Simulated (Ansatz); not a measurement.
Species: C₆H₈ (charge 0, singlet). SMILES: C1CC2=C1CC2
Coordinates optimised at B3LYP-D3(BJ)/def2-TZVP (Ansatz, a first-principles code):
```
C
C 1 1.3145
C 1 1.5290 2 95.42
H 3 1.0918 1 116.62 2 -114.53
H 3 1.0918 4 108.84 1 134.48
C 2 1.5290 1 95.42 3 180.00
H 6 1.0918 2 116.62 1 114.53
H 6 1.0918 7 108.84 2 -134.48
C 2 1.5290 1 95.42 3 0.00
H 9 1.0918 2 116.62 1 -114.53
H 9 1.0918 10 108.84 2 134.48
C 1 1.5290 2 95.42 6 0.00
H 12 1.0918 1 116.62 2 114.53
H 12 1.0918 13 108.84 1 -134.48
```
Charge 0, spin multiplicity 1.

Quantity: vertical ionisation energy (to the doublet state of charge +1; each state is the SCF solution reached for its spin), in eV. Correlated levels leave the core frozen unless marked. UHF or UKS for open shells. No spin-orbit coupling. Non-relativistic. CBS marks a two-point X^-3 extrapolation of the correlation energy; Hartree-Fock from the larger set. The bracket is a focal-point correction in the basis named.

RI-MP2/CBS(aug-cc-pVTZ,aug-cc-pVQZ)+[CCSD(T)-MP2]/aug-cc-pVTZ (Ansatz) gives 9.07 eV.

Another calculation gave 8.83 eV. Which level was it?
A) SVWN5/def2-TZVPD (Ansatz)
B) B3LYP/def2-TZVPD (Ansatz)
C) BHLYP/def2-TZVPD (Ansatz)

A, SVWN5/def2-TZVPD (Ansatz). The others give 8.68 (B3LYP), 8.50 (BHLYP) eV.
